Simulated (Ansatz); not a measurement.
Input for Ansatz (a first-principles code): R-wB97M-V/def2-TZVPP on C2H2O2 (SMILES O=CC=O), a point of a torsion scan.

Ansatz 0.2 input:
```yaml
crystal:
  periodic: [false, false, false]
  atoms:
    - {symbol: O, position_ang: [1.52875743, -0.10557538, -0.89586526]}
    - {symbol: C, position_ang: [0.76297623, -0.06181439, 0.01994210]}
    - {symbol: C, position_ang: [-0.74946567, 0.06311738, -0.14184708]}
    - {symbol: O, position_ang: [-1.30244793, 0.12829012, -1.19873057]}
    - {symbol: H, position_ang: [1.09275260, -0.10900492, 1.07581997]}
    - {symbol: H, position_ang: [-1.29688780, 0.08838626, 0.82019764]}
basis:
  gaussian:
    orbitals: def2-TZVPP
hamiltonian:
  xc: {name: wB97M-V}
scf: {lower_state_search: off}
```

Program output:

```
WARN ansatz: RAYON_NUM_THREADS=1 ignored (pool sized by the plan → 1); use --threads N
Functional definition: wB97M-V
these checks for a lower state are left out or cut short: stability, starts, cluster_reference, orbital_swaps, neighbouring_geometries, increment
integrals: 0.07 GiB planned
780 factors; their error is unknown
integrals: 0.10 GiB planned
174 factors; integrals over basis functions are off by at most 1.0e-5 eV
mean field: 0.65 GiB planned
mean field evaluation 1: about -6195.2563 eV, gradient 5.2e1 eV
mean field evaluation 2: about -6190.9493 eV, gradient 7.5e1 eV
mean field evaluation 4: about -6199.8500 eV, gradient 1.9e0 eV
mean field evaluation 8: about -6199.8629 eV, gradient 5.7e-2 eV
mean field evaluation 16: about -6199.8629 eV, gradient 6.5e-6 eV
mean field -6199.86289170 eV, -227.8407588521 hartree, gradient 6.5e-6 eV, S^2 0.000000; 0 other end points of the search recorded, 0 dependent functions left out
reference -6199.86292537 eV, -227.8407600892 hartree; 15, 15 occupied and 137, 137 virtual orbitals, 780 factors
Total energy: -6199.86292537 eV, -227.8407600892 hartree
Checks for a lower state left out: stability, starts, cluster_reference, orbital_swaps, neighbouring_geometries, increment
```

The calculation finished and met its thresholds.

Cost: roughly 4 core-seconds.
